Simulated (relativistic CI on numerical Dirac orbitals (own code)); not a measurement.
Ligand-field terms of d4

Computed with a parametric ligand-field model of a d^n configuration (Racah B and C, spin-orbit zeta, crystal field), exact diagonalisation.

Field parameters in Wybourne normalisation: D4h B²₀ = −7Ds, B⁴₀ = 21(Dq − Dt), B⁴₄ = 21√(5/14) Dq; Td as Oh with Dq negative (B⁴₀ = 21Dq, B⁴₄ = √(5/14) B⁴₀). The field is a parameter set, without covalency.

Task: Ground term and bands for B = 410, C = 1620, ζ = 0 cm⁻¹, D4h, 10Dq = 29650, Ds = 3000, Dt = 220 cm⁻¹?

Result: Ground term 1A1 with 0.01 electrons in the two orbitals of the cubic e set. Spin-allowed: 1E 5536 cm⁻¹ (1806 nm), 1B2 13084 cm⁻¹ (764 nm), 1B1 13707 cm⁻¹ (730 nm), 1A1 18098 cm⁻¹ (553 nm). Lowest spin-forbidden: 3E 424 cm⁻¹, 3A2 8211 cm⁻¹ (1218 nm), 5B1 14617 cm⁻¹ (684 nm).

Task: Ground term and bands for B = 1040, C = 4340, ζ = 0 cm⁻¹, D4h, 10Dq = 21500, Ds = -1500, Dt = -180 cm⁻¹?

Result: Ground term 5A1 with 1.00 electrons in the two orbitals of the cubic e set. Spin-allowed: 5B1 6900 cm⁻¹ (1449 nm), 5E 24800 cm⁻¹ (403 nm), 5B2 28400 cm⁻¹ (352 nm). Lowest spin-forbidden: 3A2 4699 cm⁻¹ (2128 nm), 3E 8001 cm⁻¹ (1250 nm), 1B2 16987 cm⁻¹ (589 nm).

Task: Ground term and bands for B = 720, C = 3380, ζ = 0 cm⁻¹, Td, 10Dq = -8800 cm⁻¹?

Result: Ground term 5T2 with 2.00 electrons in the two orbitals of the cubic e set. Spin-allowed: 5E 8800 cm⁻¹ (1136 nm). Lowest spin-forbidden: 3T1 9884 cm⁻¹ (1012 nm), 1A1 10128 cm⁻¹ (987 nm), 3T2 12995 cm⁻¹ (770 nm).

Task: Ground term and bands for B = 440, C = 2120, ζ = 0 cm⁻¹, Td, 10Dq = -1800 cm⁻¹?

Result: Ground term 5T2 with 2.00 electrons in the two orbitals of the cubic e set. Spin-allowed: 5E 1800 cm⁻¹. Lowest spin-forbidden: 3T1 9357 cm⁻¹ (1069 nm), 3T2 10066 cm⁻¹ (993 nm), 3T1 10750 cm⁻¹ (930 nm).

Task: Ground term and bands for B = 900, C = 3270, ζ = 0 cm⁻¹, D4h, 10Dq = 24300, Ds = -1500, Dt = -30 cm⁻¹?

Result: Ground term 3A2 with 0.03 electrons in the two orbitals of the cubic e set. Spin-allowed: 3E 4133 cm⁻¹ (2420 nm), 3A1 21831 cm⁻¹ (458 nm), 3E 23434 cm⁻¹ (427 nm), 3B2 24252 cm⁻¹ (412 nm). Lowest spin-forbidden: 5A1 3719 cm⁻¹ (2689 nm), 5B1 9869 cm⁻¹ (1013 nm), 1B2 9869 cm⁻¹ (1013 nm).
